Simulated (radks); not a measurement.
Task: These are the eigenvalues of the occupied orbitals of an atom or ion with whole-number occupations (eV). Calculated with a radial shooting solver on a logarithmic mesh with Libxc functionals: Dirac Kohn-Sham, LDA (Slater exchange, Perdew-Wang correlation), spin-unpolarised, spherical densities, finite nucleus; Fermi nuclear charge, rms radius of each element as measured or else 0.836 A^(1/3) + 0.57 fm.

1s1/2: -17805.65
2s1/2: -2480.644
2p1/2: -2273.791
2p3/2: -2188.096
3s1/2: -418.5980
3p1/2: -341.5695
3p3/2: -327.8972
3d3/2: -191.5664
3d5/2: -189.0648
4s1/2: -68.7891
4p1/2: -47.6398
4p3/2: -45.7442
5s1/2: -12.8751
5p1/2: -8.5220

Which element is it, and in what charge state? The configuration may be excited. Open shells, if any, fill j = l - 1/2 first.

Result: Z = 40, zirconium, charge +1: Zr+ in [Kr] 5s2 5p1. The list shows which subshells hold electrons but not how many an open one holds; the 1s level, -654.35 hartree, gives Z - s = 36.2 by -(Z - s)^2/2, which with screening and relativity narrows Z to a few neighbours, and the depths of the outer levels then fix element, charge and occupations together.
